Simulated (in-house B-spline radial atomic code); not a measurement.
The numbers below are computed, except where a source is named.
**Ru in an electron gas of r_s = 2.67: phase shifts, screening, friction and resistivity**

A nucleus sits in a uniform electron gas with a rigid positive background. The Kohn-Sham equations are solved self-consistently in the spin-unpolarised LDA (PW92), non-relativistic, on B-splines with outgoing waves at the boundary and partial waves to l = 8. The model has no lattice, no bands and no magnetic solution. Atomic units; δ_l are the phase shifts at the Fermi level, counted so that each bound state adds π, and good to about 0.0005. A narrow, partly filled d or f resonance in a thin gas would split by spin, so such rows rest on a solution that is probably unstable.

The density parameter is r_s = 2.67 bohr, near that of the valence electrons of Cu (1 per atom, density 8.96 g/cm³, mass 63.55 u, which gives r_s = 2.67).

```
l  δ_l (rad)
0    12.2784
1     9.3976
2     5.7338
3    -0.0047
4     0.0003
5    -0.0003
6    -0.0002
7    -0.0003
8    -0.0002
```

Bound levels below the band bottom (hartree): s -18.9, p -15.67, d -9.723, s -2.174, p -1.219 and deeper ones.

Problem. Check the Friedel sum rule, and say where the screening charge sits.

Solution. k_F = (9π/4)^(1/3)/r_s = 0.71879. The rule is Z = (2/π) Σ (2l + 1) δ_l. The terms are s 7.817, p 17.948, d 18.251, f -0.021 and -0.007 beyond, in all 43.988 against Z = 44. Bound states hold 8 s, 18 p, 10 d electrons, so the scattering states carry 7.99 in all; where a term is smaller than its bound count, the bound level has drawn weight out of the band.

Problem. Find the transport cross section and the electronic stopping of a 10 keV Ru ion (mass 101.07 u).

Solution. σ_tr = (4π/k_F²) Σ (l + 1) sin²(δ_l − δ_(l+1)). The terms for l = 0 to 3 are 0.0665, 0.4976, 0.8054, 0.0001, all together 1.3696, so σ_tr = 24.323 × 1.3696 = 33.313 bohr². With n = 3/(4π r_s³) = 0.01254, the friction coefficient is Q = n k_F σ_tr = 0.3003. For v well below v_F = 0.719, dE/dx = Q v; with 24801 eV per u at v = 1, v = √(10000/(24801 × 101.07)) = 0.0632, so dE/dx = 0.01897 hartree/bohr = 9.75 eV/nm. The largest term couples the d and f waves.

Problem. What residual resistivity would 1 atomic per cent of such centres give in Cu?

Solution. Δρ = k_F n_i σ_tr/n in atomic units of 21.74 μΩ·cm. With one host atom per 1 electron, n_i/n = 0.01/1, so Δρ = 0.7188 × 0.01000 × 33.313 × 21.74 = 5.21 μΩ·cm. This is an atom added to the gas, as on an interstitial site.

Problem. On a substitutional site the background of one host ion, a sphere holding 1 charge, is taken out. The phase shifts for l = 0 to 4 become 12.1226, 9.2791, 5.5444, -0.0175, -0.0019. What follows?

Solution. The Friedel sum is now 42.99, for Z − 1 = 43. The sum in σ_tr is 2.0203, so σ_tr = 49.14 bohr² and Δρ = 7.68 μΩ·cm per atomic per cent, 1.48 times the value above. A real host ion scatters too, so this model doesn't give zero even for the host's own atom.
